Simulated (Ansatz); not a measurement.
`CN[SiH2][SiH3]` + H–F → `F[SiH3]` + `CN[SiH3]` at 298.15 K and 1 bar (cleavage of the Si–Si bond).

Calculated with Ansatz (gas phase, PBE0-D4/def2-TZVP geometries, no zero-point term in ΔE). CCSD(T)/CBS is the MP2 limit (def2-TZVPP, def2-QZVPP) plus CCSD(T) − MP2 in def2-TZVPP, frozen cores. This one scheme is used for every species. One conformer a species, not always the lowest.

```csv
species,CCSD(T)/CBS energy (Eh),H − E (kJ/mol),S (J/(mol·K))
`CN[SiH2][SiH3]`,-676.32808,275.4,365.2
H–F,-100.39570,33.5,173.6
`F[SiH3]`,-390.72345,82.7,238.5
`CN[SiH3]`,-386.04948,224.3,300.3
```

H − E and S are ideal-gas, rigid-rotor, harmonic terms from PBE0-D4/def2-TZVP, for one conformer and one mirror image of each species. 1 Eh = 2625.50 kJ/mol, R = 8.31446 J/(mol·K).

Q: By hand: ΔE, ΔH, ΔS and ΔG.

A: ΔE = (-390.72345) + (-386.04948) − (-676.32808) − (-100.39570) = -0.04915 Eh = -129.0 kJ/mol. Δ(H − E) = 82.7 + 224.3 − 275.4 − 33.5 = -1.9, so ΔH = -130.9 kJ/mol. ΔS = 238.5 + 300.3 − 365.2 − 173.6 = 0.0 J/(mol·K). ΔG = -130.9 − 298.15 × (0.0)/1000 = -130.9 kJ/mol.

Q: By hand: the equilibrium constant, and the temperature at which ΔG would vanish if ΔH and ΔS stayed fixed.

A: log₁₀ K = −ΔG/(RT ln 10) = 22.9. With ΔH or ΔS at zero there is no such temperature.

The number of gas molecules stays the same, so ΔS is small and ΔH decides. A doubt of 5 kJ/mol in ΔE shifts log₁₀ K by 0.9 here. Other conformers and mirror images would add mixing entropy, several J/(mol·K) or more a flexible species. These are equilibria of isolated gas molecules and say nothing of rates. Largest T1 diagnostic: 0.012 (customary marks: 0.02 for closed shells, 0.045 for open ones).

ΔS is within the doubt of such terms, so its sign, and with it that verdict, could turn.
